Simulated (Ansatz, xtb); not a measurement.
## Two isomers of C2H9GeN

Structure X is `C[CH2][GeH2][NH2]`, a singlet and structure Y is `[CH3][GeH]([CH3])[NH2]`, a singlet. Both are isolated molecules in the gas phase, relaxed with PBE-D3(BJ)/def2-SVP; the shapes shown needn't be the lowest conformers.

X (Å):

| atom | x (Å) | y (Å) | z (Å) |
| --- | --- | --- | --- |
| C | -0.1320 | -0.9359 | 1.9465 |
| C | -0.3432 | 0.5567 | 1.6805 |
| Ge | -0.9689 | 0.9226 | -0.1672 |
| N | -2.4888 | -0.0347 | -0.6688 |
| H | -1.0609 | -1.5135 | 1.7536 |
| H | 0.6565 | -1.3615 | 1.2907 |
| H | 0.1693 | -1.1376 | 2.9957 |
| H | -1.0958 | 0.9829 | 2.3780 |
| H | 0.5929 | 1.1336 | 1.8410 |
| H | 0.1318 | 0.5031 | -1.1828 |
| H | -1.3217 | 2.4273 | -0.3311 |
| H | -2.3204 | -1.0475 | -0.7005 |
| H | -3.2842 | 0.1191 | -0.0369 |

Y (Å):

```xyz
13

C    -0.4066    1.9155    1.6189
C    -0.3541   -1.0933    0.4599
Ge   -0.0154    0.8101    0.0443
N    -1.0425    1.5037   -1.3525
H    -0.2203    2.9827    1.3914
H    -1.4678    1.7989    1.9175
H     0.2285    1.6150    2.4754
H     1.4632    0.9833   -0.4122
H    -1.4060   -1.2393    0.7779
H     0.3085   -1.4320    1.2823
H    -0.1639   -1.7319   -0.4253
H    -0.8640    1.0258   -2.2447
H    -2.0510    1.4201   -1.1711
```

Energies in hartree; the thermal terms are from PBE-D3(BJ)/def2-SVP harmonic frequencies (ideal gas, rigid rotor, one conformer each, 298.15 K, 1 atm) and include the zero-point energy:

```
                               X            Y
E, CCSD(T)/def2-SVP  −2211.205258  −2211.217084
    E, MP2/def2-SVP  −2211.137888  −2211.151082
  E, MP2/def2-TZVPP  −2211.695614  −2211.714371
  zero-point energy      0.103435      0.103343
       H(298 K) − E      0.111731      0.112335
       G(298 K) − E      0.072038      0.071525
```

Task: Correct the CCSD(T) difference for the basis set by the MP2 change, then work out ΔE, ΔE₀, ΔH and ΔG for X → Y in kcal/mol (1 Eh = 627.51 kcal/mol) and the equilibrium ratio [Y]/[X].

Result: 1. Differences Y − X: CCSD(T) −0.011826, MP2 in the small set −0.013194, MP2 in the large set −0.018757 Eh.
2. ΔE = −0.011826 + (−0.018757 − (−0.013194)) = −0.017389 Eh = −10.91 kcal/mol.
3. ΔE₀ = ΔE + ΔZPE = −0.017389 + (−0.000092) Eh = −10.97 kcal/mol.
4. ΔH = ΔE + (+0.000604) Eh = −10.53 kcal/mol.
5. ΔG = ΔE + (−0.000513) Eh = −11.23 kcal/mol, so ΔS = (ΔH − ΔG)/T = +9.8 J/(mol K).
6. kT = 0.9442 mEh, so K = [Y]/[X] = exp(−ΔG/kT) = exp(+18.96) ≈ 1.7 × 10^8.

Structure Y is favoured at this temperature. An error of 1 kcal/mol in ΔG would change K by a factor of 5.4. The basis-set step is large, which makes the value less sure. GFN2-xTB gave ΔE the other sign. Mirror images and further conformers aren't counted.

As drawn, Y has 1 C–Ge, 1 C–H in place of 1 C–C, 1 Ge–H.

Other levels gave ΔE = +1.1 (GFN2-xTB); −10.1 (HF/STO-3G, GFN2-xTB geometries); −9.1 (r2SCAN-D4/def2-SVP, GFN2-xTB geometries); −7.9 (PBE-D3(BJ)/def2-SVP); −8.4 (HF/def2-SVP); −8.3 (MP2/def2-SVP); −7.4 (CCSD(T)/def2-SVP) kcal/mol. The correlated steps freeze 12 core orbitals; the filled d shell of Ge is correlated, in a basis made for valence electrons. Programs: Ansatz 0.2.0, xtb 6.7.1.
